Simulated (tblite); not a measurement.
Start geometry of `[SiH3]c1cccc2snnc12` from a force field or distance geometry (Å):
```
atom  x, y, z in Å
Si1    2.503    0.040   -0.025
C2     0.668   -0.219   -0.025
C3     0.086   -1.505   -0.050
C4    -1.309   -1.643   -0.054
C5    -2.149   -0.539    0.008
C6    -1.556    0.730    0.035
S7    -2.269    2.299    0.094
N8    -0.796    3.092    0.115
N9     0.233    2.259    0.074
C10   -0.167    0.920    0.035
H11    2.937    0.728    1.213
H12    3.176   -1.279   -0.073
H13    2.912    0.814   -1.211
H14    0.701   -2.399   -0.092
H15   -1.746   -2.639   -0.073
H16   -3.230   -0.650    0.019
```

**Question.** What comes out of this run: tblite 0.8.0, GFN2-xTB geometry optimisation, gas phase?

**Answer.** 
```
atom  x, y, z in Å
Si1    2.5506    0.0560   -0.0238
C2     0.6830   -0.2282   -0.0164
C3     0.0733   -1.4662   -0.0521
C4    -1.3167   -1.6196   -0.0436
C5    -2.1623   -0.5316    0.0031
C6    -1.5813    0.7276    0.0398
S7    -2.2645    2.3134    0.1016
N8    -0.7301    2.9990    0.1085
N9     0.2039    2.1793    0.0705
C10   -0.1718    0.8786    0.0303
H11    2.9218    0.7508    1.2062
H12    3.1666   -1.2738   -0.0761
H13    2.9015    0.8365   -1.2074
H14    0.6903   -2.3520   -0.0887
H15   -1.7373   -2.6142   -0.0736
H16   -3.2347   -0.6467    0.0103
```

The energy falls by 7.6 kcal/mol over 29 L-BFGS steps, the largest force on an atom goes from 3.70 to 0.009 eV/Å, and the atoms move by 0.046 Å rms after alignment. The bond that changes most is N8–N9 (both ends pyridine-type nitrogen), which shortens by 0.081 Å. Bonds longer at the end by more than 0.005 Å: 3 of 17; shorter: 12. Among the angles that change most is C3–C2–C10, from 119.4° to 116.1°. Rotational constants go from 1652, 887.1, 581.1 to 1679, 887.6, 584.6 MHz. The orientation of the end geometry is arbitrary; only internal coordinates are fixed.

Hardware: one thread, Arm Neoverse V1 (aarch64), no GPU, shared host. Cost: 0.24 s of wall time.

Its GFN2-xTB frequencies are all real (lowest 59 cm⁻¹). 2 starts were optimised and ended at 0.00 and 0.39 kcal/mol (GFN2-xTB); the lowest of these is shown.

All values are computed, not measured.
